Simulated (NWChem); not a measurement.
System: SiHClF$_{2}$; SMILES F[SiH](F)Cl

```xyz
5

Si     0.3637     0.4287     0.0000
F     -0.2921     1.1160    -1.2919
F     -0.2921     1.1160     1.2919
Cl    -0.1078    -1.5467     0.0000
H      1.8173     0.6475     0.0000
```
Atoms are numbered in this order, from 1.

Results from NWChem. Geometry optimised at PBE0/def2-SVP; all other runs use it. 

```json
[
 {"quantity": "solvation free energy (kcal/mol) in water", "level": "PBE0/def2-SVP, SMD", "value": "0.4"},
 {"quantity": "vertical, lowest state with f > 0.02, singlet (eV)", "level": "PBE0/def2-SVPD, TDA", "value": "8.91"},
 {"quantity": "−ε(HOMO) (eV)", "level": "PBE0/def2-SVP", "value": "9.90"},
 {"quantity": "isotropic polarisability (bohr³), static", "level": "PBE0/def2-SVPD", "value": "37.6"},
 {"quantity": "dipole (D)", "level": "PBE0/def2-SVP", "value": "1.36"},
 {"quantity": "highest harmonic frequency (cm⁻¹)", "level": "PBE0/def2-SVP", "value": "2366"}
]
```
